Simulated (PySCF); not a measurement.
In(Me)2(Et) (C₄H₁₁In), SMILES C[CH2][In]([CH3])[CH3].

Coordinates come from a PBE0-D3(BJ)/def2-SVP optimisation. The isomer is the one that the SMILES or the coordinates give; other isomers of the formula were not compared. The def2 effective core potentials stand for the cores of In; spin–orbit coupling is left out. Other conformers were not sampled.

Level of theory: PySCF with PBE/def2-TZVP.

Isolated molecule, no solvent.

```json
{
  "total_energy": "-348.98350 hartree",
  "highest_occupied_level": "-5.49 eV",
  "lowest_empty_level": "-1.61 eV",
  "orbital_gap": "3.88 eV",
  "dipole_moment": "0.16 D",
  "quadrupole, principal values (traceless, Buckingham form, about the centre of nuclear charge)": "-4.41, -2.32, 6.73 D·Å",
  "mean_static_polarisability": "92.2 bohr³ (13.66 Å³)",
  "polarisability_principal_values": "67.8, 98.0, 110.7 bohr³"
}
```
